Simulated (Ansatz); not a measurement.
`OCBCl` + H₂ → `BCl` + CH₃OH at 400 K and 1 bar (hydrogenolysis of a B–C bond).

Computed with Ansatz on PBE0-D4/def2-TZVP structures; ΔE is electronic, products minus reactants. CCSD(T)/CBS is the MP2 limit (def2-TZVPP, def2-QZVPP) plus CCSD(T) − MP2 in def2-TZVPP, frozen cores. This one scheme is used for every species. One conformer a species, not always the lowest.

```
species  CCSD(T)/CBS energy (Eh)  H − E (kJ/mol)  S (J/(mol·K))
`OCBCl`               -600.22716           170.0          330.9
     H₂                 -1.17544            38.0          139.0
  `BCl`               -485.78909            70.2          247.0
  CH₃OH               -115.61712           151.2          252.6
```

H − E and S are ideal-gas, rigid-rotor, harmonic terms from PBE0-D4/def2-TZVP, for one conformer and one mirror image of each species. The MP2-based limit puts H₂ 0.8 mEh under its directly extrapolated value; such offsets cancel only in part. 1 Eh = 2625.50 kJ/mol, R = 8.31446 J/(mol·K).

**Question.** By hand: ΔE, ΔH, ΔS and ΔG.

**Answer.** ΔE = (-485.78909) + (-115.61712) − (-600.22716) − (-1.17544) = -0.00361 Eh = -9.5 kJ/mol. Δ(H − E) = 70.2 + 151.2 − 170.0 − 38.0 = 13.4, so ΔH = 3.9 kJ/mol. ΔS = 247.0 + 252.6 − 330.9 − 139.0 = 29.7 J/(mol·K). ΔG = 3.9 − 400 × (29.7)/1000 = -8.0 kJ/mol.

**Question.** By hand: the equilibrium constant, and the temperature at which ΔG would vanish if ΔH and ΔS stayed fixed.

**Answer.** log₁₀ K = −ΔG/(RT ln 10) = 1.0. ΔG = 0 at ΔH/ΔS = 131 K, though so small a ΔH makes that figure unsure.

TΔS isn't small against ΔH here. A doubt of 5 kJ/mol in ΔE shifts log₁₀ K by 0.7 here. Other conformers and mirror images would add mixing entropy, several J/(mol·K) or more a flexible species. These are equilibria of isolated gas molecules and say nothing of rates. Largest T1 diagnostic: 0.012 (customary marks: 0.02 for closed shells, 0.045 for open ones).
